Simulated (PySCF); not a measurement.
**Worked example: entropy of an ideal gas**

H₄HfO₄, SMILES [OH][Hf]([OH])([OH])[OH], multiplicity 1.

Coordinates come from a B3LYP-D3(BJ)/def2-SVP optimisation. The spin state was assumed, not searched. The isomer is the one that the SMILES or the coordinates give; other isomers of the formula were not compared. The def2 effective core potentials stand for the cores of Hf; spin–orbit coupling is left out. The values are those of a single conformer.

B3LYP-D3(BJ)/def2-SVP run with PySCF gives the harmonic wavenumbers 162, 162, 162, 163, 163, 163, 176, 176, 248, 248, 272, 272, 272, 682, 682, 682, 715, 4004, 4004, 4004, 4010 cm⁻¹ and the rotational temperatures 0.1324, 0.1324, 0.1324 K. The molar mass is 246.52 g/mol, the symmetry number 12, the spin multiplicity 1.

Question: Work out the entropy at 298.15 K and 1 atm in the rigid-rotor, harmonic-oscillator model.

Answer: 
Translation (Sackur–Tetrode at 1 atm): S = R[1.5 ln M + 2.5 ln T − 1.16487] = 177.4 J/(mol K).
Rotation: q = (√π/σ) T^1.5/√(θA θB θC) = 15800, S = R[ln q + 3/2] = 92.8 J/(mol K).
Vibration: with u = 1.4388 ν/T, each mode gives R[u/(e^u − 1) − ln(1 − e^−u)]:
| ν (cm⁻¹) | modes | u | S (J/(mol K)) |
|---|---|---|---|
| 162 | 3 | 0.78 | 31.71 |
| 163 | 3 | 0.79 | 31.56 |
| 176 | 2 | 0.85 | 19.84 |
| 248 | 2 | 1.20 | 14.60 |
| 272 | 3 | 1.31 | 19.88 |
| 682 | 3 | 3.29 | 4.12 |
| 715 | 1 | 3.45 | 1.21 |
The stiffer modes add less than 0.005 each. Sum 122.9 J/(mol K).
Spin: R ln 1 = 0.0 J/(mol K).
Total 393.2 J/(mol K); the program's own thermochemistry gives 393.3. Translation makes up 45 % and vibration 31 %. Anharmonicity, hindered rotation and orbital degeneracy are left out.
